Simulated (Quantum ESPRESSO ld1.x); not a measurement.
ld1.x (Quantum ESPRESSO 7.5) input

```
 &input
    zed=47.0,
    iswitch=1,
    rel=1,
    dft='PZ',
    config='[Kr] 4d7',
    verbosity='high',
    prefix='ld1',
    max_out_wfc=37,
    file_charge='ld1.rho',
 /
```

Command: `OMP_NUM_THREADS=1 ld1.x < ld1.in > ld1.out`

It prints:

```
     Program LD1 v.7.5 starts

     --------------------------- All-electron run ----------------------------

     scalar relativistic calculation

     atomic number is 47.00
     dft =PZ   lsd =0 sic =0 latt =0  beta=0.20 tr2=1.0E-14
     Exchange-correlation= PZ
                           (   1   1   0   0   0   0   0)
     mesh =2057 r(mesh) =  99.27089 a.u. xmin = -8.00 dx = 0.00800
     1 Ry =  13.60569312 eV, c = 137.03599908

     n l     nl                  e(Ry)          e(Ha)          e(eV)
     1 0     1S 1( 2.00)   -1863.718838963    -931.859419481 -25357.1865905
     2 0     2S 1( 2.00)    -278.147002303    -139.073501151  -3784.3827564
     2 1     2P 1( 6.00)    -250.094323674    -125.047161837  -3402.7066197
     3 0     3S 1( 2.00)     -54.434299808     -27.217149904   -740.6163785
     3 1     3P 1( 6.00)     -45.220668006     -22.610334003   -615.2585317
     4 0     4S 1( 2.00)     -11.113098424      -5.556549212   -151.2014068
     4 1     4P 1( 6.00)      -8.387537961      -4.193768980   -114.1182676
     3 2     3D 1(10.00)     -30.650433104     -15.325216552   -417.0203869
     4 2     4D 1( 7.00)      -4.417659746      -2.208829873    -60.1053228

     final scf error:  8.1E-15 reached in  22 iterations

     Etot =  -10613.530321 Ry,   -5306.765161 Ha, -144404.436501 eV

     Ekin =   11024.080351 Ry,    5512.040176 Ha,  149990.254222 eV
     Encl =  -25485.044955 Ry,  -12742.522478 Ha, -346741.700888 eV
     Eh   =    4131.810015 Ry,    2065.905007 Ha,   56216.139101 eV
     Exc  =    -284.375732 Ry,    -142.187866 Ha,   -3869.128936 eV

     normalization and overlap integrals

     s(1S/1S) =  1.000000  <r> =   0.0311  <r2> =    0.0013  r(max) =   0.0201
     s(1S/2S) = -0.011520
     s(1S/3S) = -0.004763
     s(1S/4S) = -0.002093
     s(2S/2S) =  1.000000  <r> =   0.1351  <r2> =    0.0215  r(max) =   0.1142
     s(2S/3S) = -0.002905
     s(2S/4S) = -0.001231
     s(2P/2P) =  1.000000  <r> =   0.1177  <r2> =    0.0169  r(max) =   0.0913
     s(2P/3P) = -0.002377
     s(2P/4P) = -0.000935
     s(3S/3S) =  1.000000  <r> =   0.3691  <r2> =    0.1559  r(max) =   0.3335
     s(3S/4S) = -0.000811
     s(3P/3P) =  1.000000  <r> =   0.3680  <r2> =    0.1573  r(max) =   0.3256
     s(3P/4P) = -0.000679
     s(4S/4S) =  1.000000  <r> =   0.9000  <r2> =    0.9163  r(max) =   0.8170
     s(4P/4P) =  1.000000  <r> =   0.9762  <r2> =    1.0877  r(max) =   0.8710
     s(3D/3D) =  1.000000  <r> =   0.3458  <r2> =    0.1425  r(max) =   0.2730
     s(3D/4D) = -0.000436
     s(4D/4D) =  1.000000  <r> =   1.2000  <r2> =    1.6859  r(max) =   0.9979

     ------------------------ End of All-electron run ------------------------
```

Run on one thread of a shared host, so times are rough (Intel(R) Xeon(R) Processor @ 2.60GHz): 0.38 s of CPU time, 1.4 s wall, 22 iterations on 2057 mesh points.
